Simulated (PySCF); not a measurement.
GaF₄⁻, singlet: data card

These are results of PBE0 in PySCF with Ga def2-SVPD, F def2-SVPD; no relativity; density-fitted integrals, not measurements.

The structure is a minimum.

```
Point group                                                                   : Td
Bond lengths                                                                  : Ga–F 1.796 Å (×4)
Bond angles                                                                   : F–Ga–F 109.5° (×6)
Lowest empty level                                                            : 3.67 eV
Principal polarisabilities                                                    : 31.8, 31.8, 31.8 bohr³
Enthalpy at 298.15 K above 0 K                                                : 18.94 kJ/mol
Entropy at 298.15 K and 1 bar                                                 : 315.0 J/(mol K)
Highest occupied level                                                        : -5.74 eV
Heat capacity Cp at 298.15 K                                                  : 88.6 J/(mol K)
Rotational symmetry number                                                    : 12
Principal quadrupole moments (Buckingham, traceless) about the centre of mass : 0.00, 0.00, 0.00 D Å
Zero-point energy                                                             : 20.6 kJ/mol
Dipole moment about the centre of mass                                        : 0.00 D
Rotational constants                                                          : 0.1031, 0.1031, 0.1031 cm⁻¹
```

Harmonic modes (masses in u: Ga 68.926, F 18.998):
```csv
symmetry,ω (cm⁻¹),"IR (km/mol, summed over degenerate members)"
e,159,0.0
t2,225,137
a1,587,0.0
t2,621,390
```

In Td the vibrations span e + 2t2 + a1. The a1, e modes carry no infrared intensity, as symmetry demands.

Charges (e); Mulliken and Löwdin values are unreliable with diffuse functions:
```tsv
atom	Mulliken	Löwdin	polar tensor	Mayer order to Ga1
Ga1	1.73	0.94	2.01	–
F2,3,4,5	-0.68	-0.48	-0.75	0.52
```

Mulliken populations on Ga1: s 6.53, p 12.63, d 10.11.

Outer orbital energies (eV). occupied: -6.14, -6.14, -5.91, -5.91, -5.91, -5.74, -5.74, -5.74; empty: 3.67, 5.93, 6.22, 6.22.

Counting electrons, gallium keeps none of its valence electrons outside its bonds, so the VSEPR class is AX4 and the expected shape is tetrahedral (Td), as computed.

This need not be the most stable arrangement of these atoms. The lowest empty level of this anion is unbound, so it and the gap depend on the basis.

The final relaxation and frequency run took 27 s on 4 threads of a shared Arm Neoverse V1 host, with 130 basis functions and 8 gradients; the process peaked at 1.6 GiB.
